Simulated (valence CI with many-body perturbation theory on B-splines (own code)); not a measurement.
## Co²²⁺: calculated level list

Method: relativistic CI+MBPT: three valence electrons over a frozen Dirac-Fock core [He], a basis of 11 s, 11 p, 10 d, 8 f, 5 g, 2 h functions for each j, with the one-electron correlation potential Σ1, the two-electron term Σ2, the three-electron term Σ3, Breit, model QED; selected CI, second order for the rest, scaled by the run's own slope (own B-spline code, finite nucleus).

No measured levels were compared; by estimate levels of excited configurations hold to 0.05 to 0.15 % of their energy, terms of the ground configuration to about 0.5 %.

Levels 136 to 180 of 205, with energies above the lowest level, (2s^2 2p1/2) J=1/2. "Leading %" is the weight of the configuration and term that name the level; weights of strongly mixed levels are sums over their largest components and can fall short, so below about 35 % the name and the second component can differ from the true leading terms, or belong to a minority configuration. In the jj column 3d3/2^4 stands for four electrons in 3d with j = 3/2. Lifetimes count E1, E2, E3, M1 and M2 decay at the calculated energies, and are blank where another channel may lead or the interval is too uncertain; long ones can be off by a factor of two.

```
No.  Configuration  Term     J  E (× 10³ cm⁻¹)  Leading %  Lifetime              Leading jj  Second component
136         2s2p4p    ⁴D   1/2           12422         73    498 fs   2s 2p1/2 4p1/2 (99 %)    20 % 2s2p4p ²P
137         2s2p4p    ⁴D   3/2           12445         68    829 fs   2s 2p1/2 4p3/2 (78 %)    20 % 2s2p4p ⁴P
138         2s2p4p    ²P   3/2           12457         34    312 fs   2s 2p1/2 4p1/2 (62 %)    20 % 2s2p4p ⁴S
139         2s2p4p    ⁴P   1/2           12476         84    820 fs   2s 2p1/2 4p1/2 (64 %)     7 % 2s2p4p ²S
140         2s2p4p    ⁴D   5/2           12479         68    842 fs   2s 2p1/2 4p3/2 (80 %)    20 % 2s2p4p ⁴P
141         2s2p4p    ²P   1/2           12480         58    194 fs   2s 2p1/2 4p3/2 (62 %)    22 % 2s2p4p ⁴D
142         2s2p4s   ⁴P°   5/2           12490         95    360 fs      2s 2p3/2 4s (95 %)                  
143         2s2p4p    ²D   3/2           12491         57    237 fs   2s 2p1/2 4p3/2 (80 %)    20 % 2s2p4p ⁴S
144         2s2p4d   ⁴F°   3/2           12498         75    256 fs   2s 2p1/2 4d3/2 (97 %)   10 % 2s2p4d ⁴D°
145         2s2p4d   ⁴F°   5/2           12511         49    153 fs   2s 2p1/2 4d5/2 (81 %)   28 % 2s2p4d ⁴D°
146         2s2p4s   ²P°   3/2           12515         87    474 fs      2s 2p3/2 4s (99 %)   12 % 2s2p4s ⁴P°
147         2s2p4d   ⁴F°   5/2           12534         31    193 fs   2s 2p1/2 4d3/2 (55 %)   31 % 2s2p4d ⁴P°
148         2s2p4d   ⁴F°   7/2           12541         60    147 fs   2s 2p1/2 4d5/2 (79 %)   29 % 2s2p4d ⁴D°
149         2s2p4d   ⁴D°   3/2           12543         49   98.4 fs   2s 2p1/2 4d3/2 (51 %)   29 % 2s2p4d ⁴P°
150         2s2p4f    ⁴G   5/2           12545         47    247 fs   2s 2p1/2 4f5/2 (99 %)    21 % 2s2p4f ⁴F
151         2s2p4d   ⁴D°   1/2           12546         80   79.4 fs   2s 2p1/2 4d3/2 (80 %)   12 % 2s2p4d ²P°
152         2s2p4f    ⁴F   7/2           12548         30    251 fs   2s 2p1/2 4f7/2 (99 %)    22 % 2s2p4f ⁴D
153         2s2p4d   ²D°   3/2           12558         49    135 fs   2s 2p1/2 4d5/2 (48 %)   36 % 2s2p4d ²P°
154         2s2p4d   ²F°   5/2           12564         61    105 fs   2s 2p1/2 4d5/2 (68 %)   16 % 2s2p4d ⁴P°
155         2s2p4p    ⁴P   3/2           12575         42    414 fs   2s 2p3/2 4p1/2 (94 %)    23 % 2s2p4p ²P
156         2s2p4f    ⁴F   3/2           12578         69    250 fs   2s 2p1/2 4f5/2 (80 %)    15 % 2s2p4f ²D
157         2s2p4p    ⁴P   5/2           12578         45    472 fs   2s 2p3/2 4p1/2 (84 %)    28 % 2s2p4p ⁴D
158         2s2p4p    ⁴D   7/2           12579         66    491 fs   2s 2p3/2 4p3/2 (66 %)    16 % 2s2p4f ⁴G
159         2s2p4p    ⁴D   7/2           12579         34    334 fs   2s 2p1/2 4f5/2 (54 %)    27 % 2s2p4f ⁴G
160         2s2p4f    ⁴F   5/2           12580         33    251 fs   2s 2p1/2 4f7/2 (54 %)    28 % 2s2p4f ⁴D
161         2s2p4f    ⁴G   9/2           12580         43    250 fs   2s 2p1/2 4f7/2 (82 %)    40 % 2s2p4f ⁴F
162         2s2p4f    ²D   5/2           12586         42    256 fs   2s 2p1/2 4f5/2 (54 %)    34 % 2s2p4f ⁴G
163         2s2p4f    ²G   7/2           12587         43    256 fs   2s 2p1/2 4f7/2 (81 %)    38 % 2s2p4f ⁴D
164         2s2p4p    ²P   3/2           12588         40    305 fs   2s 2p3/2 4p3/2 (95 %)    38 % 2s2p4p ⁴S
165         2s2p4p    ²D   5/2           12604         68    237 fs   2s 2p3/2 4p3/2 (88 %)    30 % 2s2p4p ⁴P
166         2s2p4p    ²S   1/2           12615         70    203 fs   2s 2p3/2 4p3/2 (96 %)    18 % 2s2p4p ²P
167         2s2p4d   ⁴F°   9/2           12639        100    490 fs  2s 2p3/2 4d5/2 (100 %)                  
168         2s2p4d   ⁴D°   7/2           12647         61    109 fs   2s 2p3/2 4d5/2 (52 %)   36 % 2s2p4d ⁴F°
169         2s2p4d   ⁴D°   5/2           12650         54   99.5 fs   2s 2p3/2 4d3/2 (92 %)   17 % 2s2p4d ⁴P°
170         2s2p4d   ⁴P°   3/2           12653         59    100 fs   2s 2p3/2 4d3/2 (92 %)   36 % 2s2p4d ⁴D°
171         2s2p4d   ⁴P°   1/2           12655         90    114 fs   2s 2p3/2 4d3/2 (97 %)   10 % 2s2p4d ⁴D°
172         2s2p4d   ²D°   5/2           12662         50    122 fs   2s 2p3/2 4d5/2 (92 %)   22 % 2s2p4d ²F°
173         2s2p4d   ²P°   3/2           12673         54    123 fs   2s 2p3/2 4d5/2 (90 %)   31 % 2s2p4d ²D°
174         2s2p4d   ²F°   7/2           12682         90   82.7 fs   2s 2p3/2 4d3/2 (50 %)    8 % 2s2p4d ⁴D°
175         2s2p4f    ⁴F   7/2           12687         45    247 fs   2s 2p3/2 4f5/2 (96 %)    26 % 2s2p4f ⁴G
176         2s2p4f    ⁴F   9/2           12688         53    247 fs   2s 2p3/2 4f7/2 (72 %)    46 % 2s2p4f ⁴G
177         2s2p4d   ²P°   1/2           12689         89    103 fs   2s 2p3/2 4d5/2 (96 %)    8 % 2s2p4d ⁴D°
178         2s2p4f    ⁴F   5/2           12690         43    247 fs  2s 2p3/2 4f5/2 (100 %)    28 % 2s2p4f ⁴D
179         2s2p4f    ²F   7/2           12692         45    251 fs   2s 2p3/2 4f7/2 (96 %)    24 % 2s2p4f ⁴D
180         2s2p4f    ⁴G  11/2           12692        100    247 fs  2s 2p3/2 4f7/2 (100 %)
```

Where two levels of one J and parity lie close, their mixing, g and order are uncertain.
